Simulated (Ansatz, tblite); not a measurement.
Forces on ZrH4 at its PBE-D4/def2-TZVP geometry. The state is a singlet with charge 0.

In the def2 sets Zr takes a core potential; there is no spin–orbit coupling. The xTB rows come from tblite.

GFN1-xTB (tblite), largest force 0.07 eV/Å:

```xyz
5
positions Å, forces eV/Å
Zr    0.000    0.000    0.000    0.000    0.000    0.000
H    -0.874   -1.628    0.102    0.034    0.064   -0.004
H    -0.071    0.842    1.647    0.003   -0.033   -0.064
H    -0.822    1.063   -1.273    0.032   -0.042    0.050
H     1.767   -0.277   -0.476   -0.069    0.011    0.019
```

GFN2-xTB (tblite), largest force 0.42 eV/Å:

```
Zr 0.000 0.000 0.000
H -0.197 -0.368 0.023
H -0.016 0.190 0.372
H -0.186 0.240 -0.287
H 0.399 -0.063 -0.107
```

r2SCAN-D4/def2-TZVP (Ansatz), largest force 0.05 eV/Å:

```
Zr 0.000 0.000 0.000
H 0.021 0.040 -0.002
H 0.002 -0.021 -0.040
H 0.020 -0.026 0.031
H -0.043 0.007 0.012
```
